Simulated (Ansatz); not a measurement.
# Molecular dynamics of Zr12N

The input (input.yaml):

```yaml
crystal:
  lattice:
    - [6.46, 0.0, 0.0]
    - [-4.845, 8.391786, 0.0]
    - [0.0, 0.0, 5.14539]
  atoms:
    - { symbol: Zr, position: [-0.00237244, 0.01200824, -0.00437595] }
    - { symbol: Zr, position: [0.16280765, 0.21883875, 0.49710464] }
    - { symbol: Zr, position: [0.01341628, 0.33988093, -0.00134958] }
    - { symbol: Zr, position: [0.1681576, 0.55515765, 0.49212599] }
    - { symbol: Zr, position: [-0.01324185, 0.64727581, -0.006877] }
    - { symbol: Zr, position: [0.16090374, 0.88482225, 0.51359337] }
    - { symbol: Zr, position: [0.52108446, 0.01159767, -0.00460311] }
    - { symbol: Zr, position: [0.67299699, 0.22627238, 0.49760198] }
    - { symbol: Zr, position: [0.49222875, 0.33043491, -0.00384034] }
    - { symbol: Zr, position: [0.66264717, 0.55147602, 0.4894826] }
    - { symbol: Zr, position: [0.50175548, 0.66789687, -0.0092653] }
    - { symbol: Zr, position: [0.6701425, 0.89080524, 0.49100215] }
    - { symbol: "N", position: [0.16413376, 0.88556389, 0.93940994] }
basis:
  ecutwfc: 420.0
kpoints:
  mp_grid: { grid: [3, 2, 3] }
hamiltonian:
  xc: lda
scf:
  occupations: { method: fermi_dirac, width: 0.1 }
  lower_state_search: "off"
md:
  timestep: 1
  n_steps: 300
  ensemble: nvt_langevin
  temperature: 900.0
  initial_velocities: maxwell_boltzmann
  seed: 863878
  friction: 0.01
```

Command:

```bash
$ ansatz run input.yaml --threads 2 --pin off --max-ram 5120MiB --backend cpu --events-out ev --progress --plain --runs-dir out
```

It starts from a relaxed structure.

Output, in part (step lines):

```
md step     0: t =     0.00 fs  T =   830.8 K  F+E_penalty+E_count = -49306.02583108 eV  E_kin = 1.396008 eV  (10 SCF iters)
md step     1: t =     1.00 fs  T =   892.8 K  F+E_penalty+E_count = -49306.02498153 eV  E_kin = 1.500319 eV  (7 SCF iters)
md step     2: t =     2.00 fs  T =   859.6 K  F+E_penalty+E_count = -49306.02210460 eV  E_kin = 1.444526 eV  (7 SCF iters)
md step     3: t =     3.00 fs  T =   886.3 K  F+E_penalty+E_count = -49306.01725384 eV  E_kin = 1.489278 eV  (7 SCF iters)
md step     4: t =     4.00 fs  T =   889.4 K  F+E_penalty+E_count = -49306.01014037 eV  E_kin = 1.494564 eV  (7 SCF iters)
md step     5: t =     5.00 fs  T =   922.7 K  F+E_penalty+E_count = -49306.00049063 eV  E_kin = 1.550528 eV  (5 SCF iters)
md step     6: t =     6.00 fs  T =   841.9 K  F+E_penalty+E_count = -49305.98907892 eV  E_kin = 1.414795 eV  (5 SCF iters)
md step     7: t =     7.00 fs  T =   853.1 K  F+E_penalty+E_count = -49305.97622382 eV  E_kin = 1.433536 eV  (5 SCF iters)
[... lines left out ...]
md step   299: t =   299.00 fs  T =   574.3 K  F+E_penalty+E_count = -49304.88777998 eV  E_kin = 0.965106 eV  (5 SCF iters)
md step   300: t =   300.00 fs  T =   576.4 K  F+E_penalty+E_count = -49304.88811110 eV  E_kin = 0.968638 eV  (7 SCF iters)
```

The steps, from the saved trajectory:

```csv
time (fs),T (K),potential energy less start (eV)
0.0,831,0.000
10.0,679,0.100
20.0,587,0.334
30.0,476,0.519
40.0,305,0.712
50.0,328,0.764
60.0,475,0.812
70.0,633,0.848
80.0,757,0.688
90.0,656,0.810
100.0,598,0.982
110.0,482,0.993
120.0,423,1.139
130.0,710,0.976
140.0,753,1.013
150.0,794,1.015
160.0,613,1.003
170.0,513,1.209
180.0,569,1.069
190.0,724,0.940
200.0,534,1.038
210.0,516,1.067
220.0,814,0.849
230.0,675,1.090
240.0,658,0.979
250.0,482,1.125
260.0,664,1.153
270.0,670,1.020
280.0,582,1.194
290.0,611,1.161
300.0,576,1.138
```

The run went to its last step. The mean temperature of the second half is 31 % below the set value. A run of 0.3 ps of so small a system gives no equilibrium averages. Limits of this set-up: coarse k mesh, odd electron count without spin.

Mean squared displacements from the first frame to the last, about the centre of mass: Zr 0.05 Å², N 0.57 Å².

Last frame:

```xyz
13
Lattice="6.4600 0.0000 0.0000 -4.8450 8.3918 0.0000 0.0000 0.0000 5.1454" Properties=species:S:1:pos:R:3
Zr 0.172 0.166 0.076
Zr 0.245 1.932 2.454
Zr -1.231 2.923 0.087
Zr -1.693 4.740 2.583
Zr -3.345 5.351 0.055
Zr -2.869 7.408 2.606
Zr 3.514 0.393 0.177
Zr 3.465 1.946 2.606
Zr 1.783 2.791 -0.154
Zr 1.890 4.642 2.523
Zr -0.163 5.553 0.186
Zr 0.413 7.447 2.621
N -2.934 7.355 5.630
```

Time of the run: 19 min on 2 threads of Intel(R) Xeon(R) 6975P-C (Granite Rapids), with other jobs on the host, peak memory 0.91 GiB.
